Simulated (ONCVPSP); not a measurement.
## How hard is this lutetium ONCV potential?

lutetium (Lu), optimised norm-conserving Vanderbilt (ONCV), made with ONCVPSP 4.0.1 (PBE, fully relativistic). Core [Kr] 4d10, reference 4f13 5s2 5p6 5d2 6s2. Waves: 5s+6s: rc 2.10 bohr, ncon 4, nbas 8, qcut 6.5 1/bohr, 2 projectors; 5p: rc 2.20 bohr, ncon 3, nbas 6, qcut 7.1 1/bohr, 2 projectors, debl 2.3 Ha; 5d: rc 2.00 bohr, ncon 4, nbas 7, qcut 5.1 1/bohr, 2 projectors, debl 3.7 Ha; 4f: rc 0.90 bohr, ncon 4, nbas 8, qcut 15.4 1/bohr, 2 projectors, debl 3.1 Ha. Local part: polynomial inside 0.75 bohr (lpopt 3, dvloc0 1 Ha). Core correction: Teter function, fcfact 3.25, rcfact 1.1.

Open shells are filled in proportion to 2j + 1.

**Question.** For each optimised wave give the share of its norm inside rc, the residual kinetic energy above qcut (Ha) and the cutoffs (Ha) for errors of 10, 1, 0.1 and 0.01 mHa per electron.

**Answer.**

| wave | norm inside rc | residual KE | 10 mHa | 1 mHa | 0.1 mHa | 0.01 mHa |
| --- | --- | --- | --- | --- | --- | --- |
| 5s | 0.980 | 1.8e-07 | 8.1 | 12.6 | 15.5 | 17.9 |
| 6s | 0.100 | 6.0e-07 | 4.0 | 12.0 | 15.6 | 18.3 |
| 5p j=3/2 | 0.932 | 3.1e-08 | 7.0 | 8.9 | 13.7 | 18.7 |
| p projector 2 j=3/2 | 0.138 | 6.2e-08 | 6.5 | 8.9 | 16.1 | 19.9 |
| 5p j=1/2 | 0.959 | 1.4e-08 | 8.7 | 11.2 | 13.2 | 15.1 |
| p projector 2 j=1/2 | 0.161 | 4.4e-08 | 7.8 | 10.2 | 12.0 | 18.4 |
| 5d j=5/2 | 0.397 | 1.5e-04 | 8.1 | 10.9 | 14.2 | 35.5 |
| d projector 2 j=5/2 | 0.184 | 2.3e-03 | 11.0 | 14.8 | 27.1 | 43.9 |
| 5d j=3/2 | 0.435 | 2.5e-04 | 8.5 | 11.4 | 16.9 | 38.2 |
| d projector 2 j=3/2 | 0.191 | 3.5e-03 | 11.5 | 16.0 | 30.4 | 48.3 |
| 4f j=7/2 | 0.776 | 5.1e-03 | 113.3 | 286.4 | 353.2 | 548.1 |
| f projector 2 j=7/2 | 0.036 | 1.4e-03 | 102.5 | 122.2 | 240.8 | 379.8 |
| 4f j=5/2 | 0.786 | 5.4e-03 | 113.7 | 289.8 | 354.9 | 550.3 |
| f projector 2 j=5/2 | 0.035 | 1.5e-03 | 102.8 | 122.7 | 244.2 | 382.7 |

The occupied waves need 290 Ha and 355 Ha for 1 and 0.1 mHa. Note: ghosts flagged at negative energy: s at -184.8 eV; GHOST(+) flagged for p3/2 at 45.9 eV, p1/2 at 80.4 eV. A true bound ghost makes a file unfit for plane-wave use.
